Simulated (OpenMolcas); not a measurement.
**How basis sets differ on GeH2O (SMILES [OH][GeH])**

GeH2O has 4 atoms, charge 0, and is taken as a singlet. SMILES: `[OH][GeH]`. Geometry: a GFN2-xTB relaxation, a rough one for these elements and not checked as a minimum.

```xyz
4

O    -0.0737   -0.6235    0.4823
Ge    0.5282    0.5986   -0.6393
H     0.4742   -1.3469    0.7815
H    -0.9287    1.3719   -0.6244
```

Each level gives the dipole moment (D). The values are calculated.

```csv
level,kind,program,value (D)
HF/STO-3G,Hartree–Fock,OpenMolcas,1.16
HF/3-21G,Hartree–Fock,OpenMolcas,1.86
HF/6-31G** (spherical functions),Hartree–Fock,OpenMolcas,1.46
HF/def2-SVP,Hartree–Fock,OpenMolcas,1.60
```

All-electron rows without a relativistic Hamiltonian named are non-relativistic. The values span 1.16 to 1.86 D. Sets without polarisation functions give poor dipoles.
